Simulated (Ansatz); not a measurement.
Bond stretch in GaC (cation, charge +1), lowest singlet found (which spin is the ground state isn't settled by this scan).

Levels of theory: RHF/aug-cc-pVDZ (Ansatz, an electronic-structure program); RMP2 = MP2 on RHF/aug-cc-pVDZ, cores with 3d frozen run with Ansatz; RCCSD = CCSD on RHF/aug-cc-pVDZ, cores with 3d frozen (Ansatz); RCCSD(T) = CCSD(T) on RHF/aug-cc-pVDZ, cores with 3d frozen run with Ansatz; UHF/aug-cc-pVDZ (Ansatz); UCCSD = CCSD on UHF/aug-cc-pVDZ, cores with 3d frozen run with Ansatz; UCCSD(T) = CCSD(T) on UHF/aug-cc-pVDZ, cores with 3d frozen run with Ansatz; RCCSDT = CCSDT on RHF/aug-cc-pVDZ, cores with 3d frozen run with Ansatz; RCCSDT(Q) = CCSDT(Q) on RHF/aug-cc-pVDZ, cores with 3d frozen in Ansatz; UCCSDT = CCSDT on UHF/aug-cc-pVDZ, cores with 3d frozen (Ansatz); UCCSDT(Q) = CCSDT(Q) on UHF/aug-cc-pVDZ, cores with 3d frozen (Ansatz); RKS-B3LYP = restricted B3LYP/aug-cc-pVDZ in Ansatz; RKS-CAM-B3LYP = Ansatz with restricted CAM-B3LYP/aug-cc-pVDZ; RKS-PBE = restricted PBE/aug-cc-pVDZ (Ansatz); FCI = full CI/aug-cc-pVDZ, cores with 3d frozen (Ansatz).

All curves are set to zero at 2.89 Å and compared with full CI in the same basis at 2.89, 3.14, 3.50, 3.90, 4.38, 4.91, 5.76, 6.68 Å.

Question: Order the methods by the spread of their error (largest minus smallest) over these points.

Answer: RCCSDT(Q) has the smallest spread and UHF the largest. In order (kcal/mol): RCCSDT(Q) 0.68, RCCSD(T) 0.90, RCCSD 0.93, RHF 1.04, RCCSDT 1.18, RMP2 3.08, UCCSDT(Q) 5.53, RKS-CAM-B3LYP 5.70, UCCSDT 5.85, RKS-B3LYP 5.96, UCCSD 5.97, UCCSD(T) 6.13, RKS-PBE 6.21, UHF 7.10.

Errors against full CI at some of the points (kcal/mol):

| method | 3.50 Å | 4.38 Å | 5.76 Å | 6.68 Å |
|---|---|---|---|---|
| RCCSDT(Q) | 0.1 | 0.4 | 0.6 | 0.7 |
| RCCSD(T) | 0.1 | 0.4 | 0.8 | 0.9 |
| RCCSD | 0.0 | 0.3 | 0.7 | 0.9 |
| RHF | -0.7 | -0.6 | 0.0 | 0.3 |
| RCCSDT | 0.2 | 0.6 | 1.1 | 1.2 |
| RMP2 | 0.6 | 1.7 | 2.8 | 3.1 |
| UCCSDT(Q) | -1.8 | -4.1 | -5.3 | -5.5 |
| RKS-CAM-B3LYP | 1.6 | 3.6 | 5.3 | 5.7 |
| UCCSDT | -2.0 | -4.4 | -5.6 | -5.8 |
| RKS-B3LYP | 1.2 | 3.4 | 5.5 | 6.0 |
| UCCSD | -2.2 | -4.6 | -5.7 | -6.0 |
| UCCSD(T) | -2.2 | -4.7 | -5.9 | -6.1 |
| RKS-PBE | 1.6 | 4.2 | 6.2 | 6.2 |
| UHF | -2.7 | -5.5 | -6.9 | -7.1 |

The scan ran from 1.43 to 6.68 Å; beyond the distances shown full CI changes its symmetry label. The restricted form behind RHF, RMP2, RKS-B3LYP, RKS-CAM-B3LYP, RKS-PBE keeps the bonding electrons paired and can't separate into open-shell fragments. The unrestricted determinant behind UHF, UCCSD, UCCSD(T), UCCSDT, UCCSDT(Q) is spin-contaminated at 2.66 to 6.68 Å (<S²> up to 1.0, against 0.00 for a pure singlet).
